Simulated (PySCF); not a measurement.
oxasilolan-5-one (C3H6O2Si), SMILES O=C1CC[SiH2]O1. Geometry: B3LYP-D3(BJ)/def2-SVP. The values are those of a single conformer.

Computed with B3LYP-D3(BJ)/def2-SVP (PySCF).

Harmonic wavenumbers (cm⁻¹): 111, 130, 429, 475, 521, 541, 607, 686, 703, 759, 768, 882, 926, 942, 987, 999, 1121, 1130, 1222, 1252, 1299, 1426, 1442, 1896, 2247, 2264, 3050, 3061, 3118, 3126. Rotational constants (GHz): 5.536, 2.593, 1.862; symmetry number 1.

**Question.** Work out the zero-point energy and the ideal-gas rigid-rotor harmonic-oscillator thermochemistry at 298.15 K and 1 atm.

**Answer.** ZPE = ½ Σ hcν = ½ × 38119 cm⁻¹ = 228.00 kJ/mol. H − E(el) = 246.36 kJ/mol. Entropy in J/(mol K): translation 166.45, rotation 112.50, vibration 47.36, total 326.31. G − E(el) = 149.07 kJ/mol. Cp = 102.35 J/(mol K). Modes under 150 cm⁻¹ make the vibrational entropy uncertain.
